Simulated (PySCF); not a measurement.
## How methods differ on the ionisation energy of Ne⁺

Ne⁺ [He] 2s2 2p5 (2P) → Ne²⁺ [He] 2s2 2p4 (3P), as a difference of total energies. Calculation: PySCF 2.14, in dyall-acv3z (15s9p4d2f, 76 functions); the non-relativistic Hamiltonian (point nucleus). Correlated levels: valence: 1s2 frozen; valence and next inner shell: nothing frozen; virtual orbitals above 40 to 60 times the deepest correlated orbital energy dropped. The calculations carry no spin-orbit coupling.

| method | ionisation energy (eV) |
| --- | --- |
| UHF | 39.272 |
| LDA | 41.450 |
| PBE | 41.148 |
| PBE0 | 41.010 |
| MN15 | 41.214 |
| wB97X | 40.944 |
| r2SCAN0 | 40.999 |
| B97-3 | 41.142 |
| MP2 (valence) | 40.793 |
| SCS-MP2 (valence) | 40.790 |
| SCS-MP2 (valence and next inner shell) | 40.800 |

Q: Estimate what r2SCAN gives.

A: 41.143 eV, closest to B97-3 among the rows shown.

Q: Estimate what MP2 (valence and next inner shell) gives.

A: 40.815 eV, closest to SCS-MP2 (valence and next inner shell) among the rows shown.

Errors of the correlated levels include the incompleteness of this basis and the frozen core.

For comparison: 40.963 eV (measured; NIST Atomic Spectra Database, ionization energies).
